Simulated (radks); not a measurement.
Results of a calculation; reference values are marked as such.
The silicon anion Si4-, [Ar], held by a Watson sphere: a shell of charge +3.95 at radius R that stands for the Madelung well of a crystal (potential energy -3.95/R inside, -3.95/r outside, in hartree with lengths in bohr). Code: a radial shooting solver on a logarithmic mesh with Libxc functionals. Model: scalar-relativistic Kohn-Sham, LDA (Slater exchange, Perdew-Wang correlation), spin-polarised, spherical densities, finite nucleus; Fermi nuclear charge, rms radius of each element as measured or else 0.836 A^(1/3) + 0.57 fm. Response by self-consistent Sternheimer equations with the Hartree and adiabatic LDA kernel, the relativistic mass of each level held fixed and spin-orbit coupling left out. The sphere does not respond.

R (bohr) = 2.6: e(2p) (eV) -91.580; e(3s) (eV) -12.776; e(3p) (eV) -6.472; <r> 3p (bohr) 2.725; sum of <r^2> (bohr^2) 66.50; X-ray form factor at sin(theta)/lambda = 0.2 1/angstrom 9.749; alpha (bohr^3) 53.76
R (bohr) = 2.68: e(2p) (eV) -91.575; e(3s) (eV) -12.520; e(3p) (eV) -6.326; <r> 3p (bohr) 2.769; sum of <r^2> (bohr^2) 68.44; X-ray form factor at sin(theta)/lambda = 0.2 1/angstrom 9.701; alpha (bohr^3) 57.15
R (bohr) = 2.98: e(2p) (eV) -91.649; e(3s) (eV) -11.642; e(3p) (eV) -5.796; <r> 3p (bohr) 2.934; sum of <r^2> (bohr^2) 75.99; X-ray form factor at sin(theta)/lambda = 0.2 1/angstrom 9.560; alpha (bohr^3) 71.90
R (bohr) = 4.32: e(2p) (eV) -92.154; e(3s) (eV) -9.096; e(3p) (eV) -3.950; <r> 3p (bohr) 3.690; sum of <r^2> (bohr^2) 114.9; X-ray form factor at sin(theta)/lambda = 0.2 1/angstrom 9.467; alpha (bohr^3) 196.2
R (bohr) = 4.4: e(2p) (eV) -92.171; e(3s) (eV) -9.003; e(3p) (eV) -3.868; <r> 3p (bohr) 3.737; sum of <r^2> (bohr^2) 117.5; X-ray form factor at sin(theta)/lambda = 0.2 1/angstrom 9.475; alpha (bohr^3) 207.7
